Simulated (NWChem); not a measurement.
C$_{2}$H$_{5}$ISi; SMILES I/C=C\[SiH3]

```xyz
9

Si     0.6133    -2.5213     0.0000
C     -1.0795    -1.7018     0.0000
C     -1.3395    -0.3935     0.0000
I      0.1332     1.1030     0.0000
H      1.3887    -2.1348     1.2168
H      0.4077    -4.0008     0.0000
H      1.3887    -2.1348    -1.2168
H     -1.9671    -2.3498     0.0000
H     -2.3469     0.0325     0.0000
```
Atoms are numbered in this order, from 1.

The geometry was optimised at PBE0/def2-SVP. No frequency run checked for a minimum. def2 effective core potentials on I; no spin-orbit coupling.

Symmetry labels are those of Cs in the frame above (b1 and b2, or b-type labels, depend on it).

Question: List the 4 lowest vertical singlet excitations from PBE/def2-SVPD with def2 effective core potentials on I, TDA (NWChem).

Answer: 
```csv
state,energy (eV),oscillator strength,symmetry,leading excitation (squared amplitude)
S1,4.56,0.000,a",HOMO−1 → LUMO (0.99)
S2,4.63,0.000,a",HOMO → LUMO+1 (0.98)
S3,4.88,0.104,a',HOMO → LUMO (0.82)
S4,5.09,0.011,a',HOMO−1 → LUMO+1 (0.96)
```
